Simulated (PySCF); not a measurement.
Method: B3LYP-D3(BJ)/def2-TZVP // PBE0-D4/def2-TZVP (PySCF). Gas-phase values, no solvent. One relaxed conformer stands for a flexible species; it need not be the lowest. B3LYP has the VWN-RPA correlation part, as in Gaussian. Excitations are Tamm–Dancoff values on a coarser integration grid. The basis has no diffuse functions, so Rydberg states are missing or too high.

Reference species (SMILES): `O[SiH3]` (neutral, multiplicity 1).

- HOMO: -8.52 eV
- S1 oscillator strength: 0.003
- S1–T1 gap (TDA): 0.37 eV
- LUMO: -0.24 eV

Changed species: `O=C[SiH2]O` (O–C–Si–O torsion 0°, C–Si–O–H torsion 0°) (X = formyl; the reference has X = H).

Q: Predict the effect on the HOMO, S1 oscillator strength, S1–T1 gap (TDA) and LUMO.

A: the HOMO rises by 1.33 eV, to -7.19 eV; the S1 oscillator strength is nearly the same; the S1–T1 gap (TDA) goes up by 0.37 eV, to 0.74 eV; the LUMO falls by 1.84 eV, to -2.08 eV.
